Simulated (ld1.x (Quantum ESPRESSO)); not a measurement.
## What one change does to a pseudopotential (Ba (Z = 56), TM)

```json
{
  "Element": "Ba (Z = 56)",
  "Generator": "ld1.x (Quantum ESPRESSO) 7.5",
  "Type": "norm-conserving Troullier–Martins (Kleinman–Bylander form)",
  "Functional": "PBE",
  "Relativity": "fully relativistic",
  "Frozen core": "[Xe]",
  "Valence charge": "2",
  "Reference configuration": "5d0 6s1.75 6p0.25",
  "Partial waves": "6s (bound): rc 4.20 bohr; 5d (bound, empty): rc 4.20 bohr; 6p (bound): rc 3.95 bohr",
  "Local potential": "the p channel",
  "Core correction": "none"
}
```

Open shells are filled in proportion to 2j + 1 (rel_dist='average').

Change: all radii scaled by about 1.41 (s 5.90, p 5.56, d 5.90 bohr).

Cutoffs: the cutoffs (Ry, on a coarse ladder) from which the occupation-weighted sum of valence levels, in a spherical-Bessel basis at the reference potential, stays within 10 and 1 mRy of its value at 400 Ry; they do not see the model core or the augmentation charge, which bear on the density cutoff. Errors are all-electron minus pseudo energies relative to the spin-unpolarised reference configuration.

Problem. What does the change do?

Solution. Both files are so soft that the ladder of cutoffs tells neither apart; the bound ghost in s disappears; of the 7 tests that both files solve, the error grows in 1 and shrinks in 5 by more than 15 % and 0.3 meV (median size 3.3 → 2.2 meV).

```csv
quantity,base,changed
"cutoff, loose",6 Ry,6 Ry
"cutoff, tight",6 Ry,6 Ry
bound ghosts,s,none
"largest miss of a reference level, eV",0.10,0.09
"error for 5d0 6s2 6p0, meV [ΔE -0.50 eV]",+2.6,+0.5
"error for 5d0 6s1 6p0, meV [ΔE 4.86 eV]",+0.3,-0.5
"error for 5d0 6s1.5 6p0, meV [ΔE 1.64 eV]",0.0,-0.6
"error for 5d1 6s0 6p0, meV [ΔE 5.55 eV]",+442,+186
"error for 5d1 6s1 6p0, meV [ΔE 0.84 eV]",+286,+167
"error for 5d0 6s0 6p2, meV [ΔE 3.63 eV]",+72,+24
"error for 5d0 6s1 6p1, meV [ΔE 1.53 eV]",+3.3,-2.2
```

 A true bound ghost makes a file unfit for plane-wave use even where its test errors are small: the radial tests pick states by their node count and pass the ghost by.
